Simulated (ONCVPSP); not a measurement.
# thallium (Tl), ONCV: configuration errors across variants

| Quantity | Value |
| --- | --- |
| Element | thallium |
| Generator | ONCVPSP 4.0.1 |
| Type | optimised norm-conserving Vanderbilt (ONCV) |
| Functional | PBE |
| Relativity | scalar-relativistic |
| Frozen core | [Xe] 4f14 5d10 |
| Valence charge | 3 |
| Reference configuration | 6s1 6p2 |
| Partial waves | 6s: rc 1.90 bohr, ncon 4, nbas 7, qcut 2.9 1/bohr, 2 projectors, debl 3.6 Ha; 6p: rc 2.85 bohr, ncon 5, nbas 9, qcut 2.5 1/bohr, 2 projectors, debl 1.8 Ha; d scattering state at 0.11 Ha: rc 2.95 bohr, ncon 4, nbas 7, qcut 3.6 1/bohr, 3 projectors, debl 3.5 Ha |
| Local potential | polynomial inside 1.75 bohr (lpopt 2, dvloc0 2 Ha) |
| Core correction | Teter function, fcfact 2.25, rcfact 1.75 |

All-electron excitation energies from the reference (eV): (1) 6s2 6p1 -7.403; (2) 6s2 6p0 -2.236; (3) 6s1 6p0 18.545; (4) 6s1 6p1 6.042.

A true bound ghost makes a file unfit for plane-wave use even where its test errors are small: the radial tests pick states by their node count and pass the ghost by.

Errors AE − PS in meV (a dash: test not solved or not reliable):

```tsv
change	(1)	(2)	(3)	(4)	bound ghosts	GHOST(+) flags above zero
base	-17	-90	-397	-86	none	s
p: rc 2.08	-17	-90	-395	-85	p	s, p
p: rc 2.4	-20	-95	-392	-85	none	s
p: rc 2.54	-20	-94	-392	-85	none	s
p: rc 2.88	-17	-90	-397	-86	none	s
p: rc 3.12	-13	-87	-405	-87	none	s
p: rc 3.58	-5.6	-80	-422	-88	none	s
p: rc 3.88	-2.0	–	-435	-90	none	s
```

**Question.** Give the same row for: p: rc 4.08.

**Answer.** +0.4, –, -446, -91; bound ghosts: none; GHOST(+) flags above zero: s.
